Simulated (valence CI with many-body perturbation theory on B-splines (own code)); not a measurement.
**La XLIII: E2, M1, M2 decay**

Level of theory: valence CI with perturbative core correlation (CI+MBPT): five valence electrons over a frozen Dirac-Fock core [Ne], radial functions for each j: 9 s, 9 p, 8 d, 6 f, 3 g, 1 h, with the one-electron correlation potential Σ1 (screened to all orders), the two-electron term Σ2, the three-electron term Σ3, Breit, model QED; selected single and double excitations, second order for the rest (own B-spline code, finite nucleus).

The last digits are not significant, and no measured levels were compared; by estimate large intervals hold to a few tenths of a per cent, small ones and those within an open d or f shell to about a per cent. Among the levels kept, up to 630 cm⁻¹ of a level comes from second order outside the variational space, and about a tenth of that is noise between levels of different J, which matters for small intervals.

Lines 1 to 22 of 22 in falling wavelength, among levels below 419.86 eV, chosen from the decays that carry over 1 % of a level's rate. Wavelengths and rates use the calculated energies. Electric multipoles are in the length gauge, E1 and E2 with the static RPA response of the core. Weak lines are less certain than strong ones. Lines between different terms over intervals too small for the method are left out, as are lines whose strength nearly cancels.

Levels are named by their leading jj configuration (3d3/2^4 stands for four electrons in 3d with j = 3/2), which in mixed levels can hold well under half, so a name can repeat and another be missing. Letters in brackets count levels of one name in rising energy.

```tsv
λ vac (nm)	Upper	Lower	Type	A (s⁻¹)	Branch %
145.9	(3s^2 3p1/2 3p3/2 3d3/2) J=7/2	(3s^2 3p1/2 3p3/2 3d3/2) J=5/2 [a]	M1	4.25e+03	2.6
134.3	(3s^2 3p1/2 3p3/2 3d5/2) J=9/2	(3s^2 3p1/2 3p3/2 3d5/2) J=7/2 [a]	M1	1.97e+03	1.7
50.49	(3s^2 3p1/2 3p3/2 3d5/2) J=9/2	(3s^2 3p1/2 3p3/2 3d3/2) J=7/2	M1	9.20e+04	79.1
24.33	(3s^2 3p1/2 3p3/2 3d3/2) J=7/2	(3s 3p1/2^2 3p3/2^2) J=5/2	M1	9.48e+03	5.8
16.85	(3s^2 3p1/2 3p3/2 3d3/2) J=7/2	(3s^2 3p1/2^2 3d5/2) J=5/2	M1	5.78e+04	35.4
16.42	(3s^2 3p1/2 3p3/2 3d5/2) J=9/2	(3s 3p1/2^2 3p3/2^2) J=5/2	E2	1.49e+03	1.3
15.30	(3s^2 3p3/2^2 3d5/2) J=9/2	(3s^2 3p1/2 3p3/2 3d5/2) J=7/2 [b]	M1	2.25e+06	22.5
13.94	(3s^2 3p1/2 3p3/2 3d5/2) J=7/2 [a]	(3s^2 3p1/2^2 3d5/2) J=5/2	M1	3.88e+06	1.2
13.27	(3s^2 3p1/2 3p3/2^2) J=3/2	(3s^2 3p1/2^2 3p3/2) J=3/2	M1	8.55e+06	99.9
13.09	(3s^2 3p3/2^3) J=3/2	(3s^2 3p1/2 3p3/2^2) J=1/2	M1	2.15e+06	11.9
12.65	(3s^2 3p3/2^2 3d5/2) J=9/2	(3s^2 3p1/2 3p3/2 3d5/2) J=9/2	M1	3.97e+06	39.8
12.63	(3s^2 3p1/2 3p3/2 3d5/2) J=9/2	(3s^2 3p1/2^2 3d5/2) J=5/2	E2	1.80e+04	15.5
12.25	(3s^2 3p1/2 3p3/2 3d3/2) J=7/2	(3s^2 3p1/2^2 3d3/2) J=3/2	E2	2.73e+04	16.7
12.13	(3s^2 3p1/2 3p3/2^2) J=5/2	(3s^2 3p1/2^2 3p3/2) J=3/2	M1	1.53e+06	96.5
12.13	(3s^2 3p1/2 3p3/2^2) J=5/2	(3s^2 3p1/2^2 3p3/2) J=3/2	E2	5.30e+04	3.3
11.75	(3s^2 3p3/2^3) J=3/2	(3s^2 3p1/2 3p3/2^2) J=5/2	M1	2.85e+06	15.8
11.56	(3s^2 3p3/2^2 3d5/2) J=9/2	(3s^2 3p1/2 3p3/2 3d5/2) J=7/2 [a]	M1	3.41e+06	34.1
10.97	(3s^2 3p1/2 3p3/2^2) J=1/2	(3s^2 3p1/2^2 3p3/2) J=3/2	M1	6.12e+06	99.0
10.97	(3s^2 3p1/2 3p3/2^2) J=1/2	(3s^2 3p1/2^2 3p3/2) J=3/2	E2	6.28e+04	1.0
10.85	(3s^2 3p3/2^3) J=3/2	(3s^2 3p1/2 3p3/2^2) J=3/2	M1	1.23e+07	68.1
10.12	(3s^2 3p3/2^2 3d5/2) J=9/2	(3s^2 3p1/2 3p3/2 3d3/2) J=7/2	M1	2.42e+05	2.4
6.638	(3s^2 3p1/2 3p3/2 3d5/2) J=9/2	(3s^2 3p1/2 3p3/2^2) J=5/2	M2	2.82e+03	2.4
```
